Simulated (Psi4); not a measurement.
Br3Hf, doublet, at a GFN2-xTB geometry (such geometries of metal compounds can be far from the true shape) (the multiplicity is a formal guess) (core potentials on Hf); Psi4 with B3LYP/def2-SV(P).

Psi4 was given this input:
```
memory 2 GB

molecule {
0 2
  Hf   -0.01125873    0.01088523    0.02408226
  Br   -1.91584770   -1.50559707   -0.23864416
  Br   -0.04527289    2.21354387   -1.04518892
  Br    1.98428140   -0.73033928    1.23429245
}

set basis def2-sv(p)
set reference uks
set scf_type pk

energy('b3lyp')
print_variables()
```

The log (banner, timings and long lists left out):

```
   => Loading Basis Set <=

    Name: DEF2-SV(P)
    Role: ORBITAL
    Keyword: BASIS

    !!!  WARNING: ECP capability is in beta. Please check occupations closely.  !!!

         ---------------------------------------------------------
                                   SCF
               by Justin Turney, Rob Parrish, Andy Simmonett
                          and Daniel G. A. Smith
                              UKS Reference
         ---------------------------------------------------------

  ==> Geometry <==

    Molecular point group: c1
    Full point group: C1

    Geometry (in Angstrom), charge = 0, multiplicity = 2:

       Center              X                  Y                   Z               Mass
    ------------   -----------------  -----------------  -----------------  -----------------
         HF          -0.010783192850     0.010425470839     0.023065091745   179.946557000000
         BR          -1.915372162850    -1.506056829161    -0.239661328255    78.918337600000
         BR          -0.044797352850     2.213084110839    -1.046206088255    78.918337600000
         BR           1.984756937150    -0.730799039161     1.233275281745    78.918337600000

  Running in c1 symmetry.

  Rotational constants: A =      0.02375  B =      0.02375  C =      0.01188 [cm^-1]
  Rotational constants: A =    712.02435  B =    712.02435  C =    356.13247 [MHz]
  Nuclear repulsion =  730.902311502203247

  Charge       = 0
  Multiplicity = 2
  Electrons    = 117
  Nalpha       = 59
  Nbeta        = 58

  ==> Algorithm <==

  SCF Algorithm Type is PK.
  DIIS enabled.
  MOM disabled.
  Fractional occupation disabled.
  Guess Type is SAD.
  Energy threshold   = 1.00e-06
  Density threshold  = 1.00e-06
  Integral threshold = 1.00e-12

  ==> Primary Basis <==

  Basis Set: DEF2-SV(P)
    Blend: DEF2-SV(P)
    Number of shells: 47
    Number of basis functions: 121
    Number of Cartesian functions: 132
    Spherical Harmonics?: true
    Max angular momentum: 2

  Core potential: DEF2-SV(P)
    Number of shells: 4
    Number of ECP primitives: 10
    Number of ECP core electrons: 60
    Max angular momentum: 3

  ==> DFT Potential <==

   => LibXC <=

    Version 7.1.2
    S. Lehtola, C. Steigemann, M. J. T. Oliveira, and M. A. L. Marques,  SoftwareX 7, 1–5 (2018) (10.1016/j.softx.2017.11.002)

   => Composite Functional: B3LYP <=

    B3LYP Hyb-GGA Exchange-Correlation Functional

    P. J. Stephens, F. J. Devlin, C. F. Chabalowski, and M. J. Frisch,  J. Phys. Chem. 98, 11623 (1994) (10.1021/j100096a001)

    Deriv               =              1
    GGA                 =           TRUE
    Meta                =          FALSE

    Exchange Hybrid     =           TRUE
    MP2 Hybrid          =          FALSE

   => Exchange Functionals <=

    0.0800   Slater exchange
    0.7200         Becke 88

   => Exact (HF) Exchange <=

    0.2000               HF

   => Correlation Functionals <=

    0.1900   Vosko, Wilk & Nusair (VWN5_RPA)
    0.8100   Lee, Yang & Parr

   => LibXC Density Thresholds  <==

    XC_HYB_GGA_XC_B3LYP:  1.00E-15

   => Molecular Quadrature <=

    Radial Scheme          =       TREUTLER
    Pruning Scheme         =           NONE
    Nuclear Scheme         =       TREUTLER

    Blocking Scheme        =         OCTREE
    BS radius alpha        =              1
    Pruning alpha          =              1
    Radial Points          =             75
    Spherical Points       =            302
    Total Points           =          86766
    Total Blocks           =            767
    Max Points             =            256
    Max Functions          =             92
    Weights Tolerance      =       1.00E-15

  ==> Integral Setup <==

  Using in-core PK algorithm.
   Calculation information:
      Number of atoms:                   4
      Number of AO shells:              47
      Number of primitives:            108
      Number of atomic orbitals:       132
      Number of basis functions:       121

[...]

  ==> Pre-Iterations <==

  SCF Guess: Superposition of Atomic Densities via on-the-fly atomic UHF (no occupation information).

   -------------------------
    Irrep   Nso     Nmo
   -------------------------
     A        121     121
   -------------------------
    Total     121     121
   -------------------------

  ==> Iterations <==

                        Total Energy        Delta E     RMS |[F,P]|

   @UKS iter SAD: -7765.23196097610071   -7.76523e+03   0.00000e+00
   @UKS iter   1: -7768.80773782052347   -3.57578e+00   1.99717e-02 ADIIS/DIIS
   @UKS iter   2: -7767.38384507675164    1.42389e+00   2.44048e-02 ADIIS/DIIS
   @UKS iter   3: -7769.45938407764152   -2.07554e+00   5.80472e-03 ADIIS/DIIS
   @UKS iter   4: -7769.80116897535481   -3.41785e-01   1.68852e-03 ADIIS/DIIS
   @UKS iter   5: -7769.82912503195348   -2.79561e-02   2.19070e-04 ADIIS/DIIS
   @UKS iter   6: -7769.82961222901577   -4.87197e-04   3.49207e-05 DIIS
   @UKS iter   7: -7769.82964468002774   -3.24510e-05   2.50811e-05 DIIS
   @UKS iter   8: -7769.82965413308284   -9.45306e-06   7.70687e-06 DIIS
   @UKS iter   9: -7769.82966007008054   -5.93700e-06   3.40960e-06 DIIS
   @UKS iter  10: -7769.82966170266718   -1.63259e-06   1.77969e-06 DIIS
   @UKS iter  11: -7769.82966193194625   -2.29279e-07   6.05332e-07 DIIS
  Energy and wave function converged.

  ==> Post-Iterations <==

   Electrons on quadrature grid:
      Nalpha   =   58.9999896163 ; deviation = -1.038e-05
      Nbeta    =   57.9999899745 ; deviation = -1.003e-05
      Ntotal   =  116.9999795908 ; deviation = -2.041e-05

   @Spin Contamination Metric:   1.730810960E-03
   @S^2 Expected:                7.500000000E-01
   @S^2 Observed:                7.517308110E-01
   @S   Expected:                5.000000000E-01
   @S   Observed:                5.000000000E-01

    Orbital Energies [Eh]
    ---------------------

    Alpha Occupied:

[...]
    Alpha Virtual:

[...]
    Beta Occupied:

[...]
      58A     -0.314248

    Beta Virtual:

[...]
    Final Occupation by Irrep:
              A
    DOCC [    58 ]
    SOCC [     1 ]
    NA   [    59 ]
    NB   [    58 ]

  @UKS Final Energy: -7769.82966193194625

   => Energetics <=

    Nuclear Repulsion Energy =            730.9023115022032471
    One-Electron Energy =              -12284.4266755679982452
    Two-Electron Energy =                4008.9680218265420990
    DFT Exchange-Correlation Energy =    -225.2733196926926382
    Empirical Dispersion Energy =           0.0000000000000000
    VV10 Nonlocal Energy =                  0.0000000000000000
    Total Energy =                      -7769.8296619319462479

  UHF NO Occupations:
  HONO-2 :   57  A 1.9997274
  HONO-1 :   58  A 1.9997271
  HONO-0 :   59  A 1.0000000
  LUNO+0 :   60  A 0.0002729
  LUNO+1 :   61  A 0.0002726
  LUNO+2 :   62  A 0.0001649
  LUNO+3 :   63  A 0.0000457

Computation Completed

Properties will be evaluated at   0.000000,   0.000000,   0.000000 [a0]

Properties computed using the SCF density matrix

 Multipole Moments:

 ------------------------------------------------------------------------------------
     Multipole            Electronic (a.u.)      Nuclear  (a.u.)        Total (a.u.)
 ------------------------------------------------------------------------------------

 L = 1.  Multiply by 2.5417464519 to convert [e a0] to [Debye]
 Dipole X            :         -1.3973725            1.3816949           -0.0156777
 Dipole Y            :          1.3511505           -1.3358585            0.0152921
 Dipole Z            :          2.9891266           -2.9554251            0.0337015
 Magnitude           :                                                    0.0401924

 ------------------------------------------------------------------------------------

  Variable Map:
  ----------------------------------------------------------------------------
[...]
  Array Variable Map:
  ----------------------------------------------------------------------------
[...]
[...]
```
